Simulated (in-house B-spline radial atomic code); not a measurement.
Settings and results of a run for Sc IV (Sc3+). Level of theory: Dirac-Kohn-Sham LDA VWN5, spherical fractional occupations, Fermi nucleus of rms radius 3.5459 fm, inside a hard spherical wall at 5.85 bohr; calculated with a B-spline radial code for spherical atoms.

Command:
```bash
python run_scf.py task.json out
```
Settings (nuclear radius in fm, mass in u):
```
Z                21
configuration    [Ne] 3s2 3p5 3d1
hamiltonian      dirac
method           lda,vwn
spin_polarised   False
nucleus          fermi
rms_radius       3.5459
atomic_mass      44.95591
speed_of_light   137.035999084
wall_radius      5.85
```

Output (hartree, bohr):
```
 radial grid: 64 intervals, B-splines of order 8, outer radius 5.85 bohr

 iter        energy (Eh)    residual
    1        -754.165626    4.15e-01
    2        -758.044983    2.43e-01
    3        -759.370604    6.46e-02
    4        -759.483874    1.44e-02
    5        -759.488855    9.63e-03
    6        -759.491203    8.66e-04
    7        -759.491218    1.42e-05
    8        -759.491218    1.32e-06
    9        -759.491218    4.24e-09

 total energy                      -759.49122
 kinetic                             765.7824
 electron-nucleus                  -1784.7087
 Hartree                             295.5827
 exchange-correlation                -36.1476

 first-order corrections (not in the total)
   Gaunt                             0.2446
   retardation                      -0.0202
   frequency dependence             -0.0004
   self-energy                       0.1606
   Uehling                          -0.0121
   Wichmann-Kroll                    0.0000

 orbital      occ     eigenvalue          <r>       <r^2>       <1/r>     <1/r^2>       r_max    small
 1s1/2      2.000      -162.4958    0.0731915  0.00720406     20.7263     876.447      0.0479  5.62e-03
 2s1/2      2.000       -18.6898     0.344164    0.140243     4.29754      77.755      0.2842  9.61e-04
 2p1/2      2.000       -15.6894     0.306024    0.115836     4.23492     25.1605      0.2306  9.44e-04
 2p3/2      4.000       -15.5189     0.308641    0.117682     4.18589     24.2553      0.2327  9.35e-04
 3s1/2      2.000        -3.2152      1.05343     1.27612     1.33705     11.3748      0.9181  2.04e-04
 3p1/2      1.667        -2.4347      1.11871     1.46369     1.22627     3.42659      0.9473  1.78e-04
 3p3/2      3.333        -2.4142      1.12567     1.48166     1.21634     3.31299      0.9534  1.76e-04
 3d3/2      0.400        -1.2356      1.33163     2.17394    0.953853     1.20638      0.9918  1.13e-04
 3d5/2      0.600        -1.2338      1.33365     2.18017    0.952125     1.20122      0.9935  1.12e-04
```

Time taken, with all properties: 0.65 s on 1 thread of Intel(R) Xeon(R) Platinum 8375C CPU @ 2.90GHz, with other jobs on the host.

For the Dirac Hamiltonian the kinetic term is c α·p + (β - 1)c².
